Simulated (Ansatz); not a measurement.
```yaml
crystal:
  periodic: [false, false, false]
  atoms:
    - {symbol: Cl, position_ang: [1.469564, -1.578155, 1.903657]}
    - {symbol: Sn, position_ang: [1.163144, 0.072726, 0.286910]}
    - {symbol: Cl, position_ang: [2.292974, -0.685019, -1.606035]}
    - {symbol: Ge, position_ang: [-1.366920, 0.165743, -0.288308]}
    - {symbol: H, position_ang: [2.031576, 1.431138, 0.836442]}
    - {symbol: H, position_ang: [-2.142107, 0.587459, 0.965541]}
    - {symbol: H, position_ang: [-1.574904, 1.185887, -1.413959]}
    - {symbol: H, position_ang: [-1.781228, -1.236879, -0.740049]}
basis:
  gaussian: {orbitals: x2c-TZVPPall}
hamiltonian: {xc: {name: B2GP-PLYP}}
multiplicity: 3
output: {forces: true}
```

```sh
$ ansatz run in.yaml --threads 4 --pin off --events-out ev --progress --plain --max-ram 10444MiB
```

Shortened log:

```
Error: YAML parse error: error: line 15 column 1: unknown field `multiplicity`, expected one of crystal, accuracy, basis, kpoints, hamiltonian, magnetization, projection, total_charge, correlation, batch, efield, external_charges, scf, relax, neb, saddle, md, ramp, phonons, dielectric, real_time, elastic, magnetic_configurations, gw, evaluate, workflow, output, checkpoint, execution
13 |   gaussian: {orbitals: x2c-TZVPPall}
14 | hamiltonian: {xc: {name: B2GP-PLYP}}
15 | multiplicity: 3
16 | output: {forces: true}
```

What is wrong with this run?

The input holds a key that doesn't belong there. The program refused the input.
